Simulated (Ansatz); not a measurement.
A made-up structure of GaBH2F, doublet:

```csv
atom,x (Å),y (Å),z (Å)
B1,-1.2231,-0.3624,-0.3123
Ga2,0.6143,0.3165,0.1162
F3,1.6518,-0.9147,0.8399
H4,-2.3113,-0.7515,-0.5700
H5,-0.9063,-1.2452,-0.9778
```

It is relaxed with PBE-D4/def2-SVP and then PBE0-D4/def2-TZVP (Ansatz 0.2.0). Atoms count as bonded within 1.22 times the sum of their covalent radii (H–H: 0.88 Å). The end point is not checked to be a true minimum.

**Question.** Does its bonding change? (A judgement: the text doesn't fix the answer.)

**Answer.** The calculation gives: No: no bond forms or breaks.

Where it ends: The first stage lowers the energy by 1.48 eV in 12 steps. It ends as GaBH₂F ([BH2][Ga][F]):
```tsv
atom	x (Å)	y (Å)	z (Å)
B1	-1.2407	-0.7350	-0.6249
Ga2	0.4594	-0.4319	0.3111
F3	1.9563	-0.1730	1.1446
H4	-2.1675	-0.1262	-0.1929
H5	-1.1822	-1.4911	-1.5419
```

Labels in which every atom is bracketed show which atoms are joined, not bond orders.

For scale, one of the runs: PBE0-D4/def2-TZVP relaxation, 122 basis functions, launched by `ansatz run in.yaml --threads 2 --pin off --events-out ev --progress --plain --max-ram 4352MiB`. Hardware: 2 CPU threads of an Arm Neoverse V1, shared host. Wall time about 35 s.
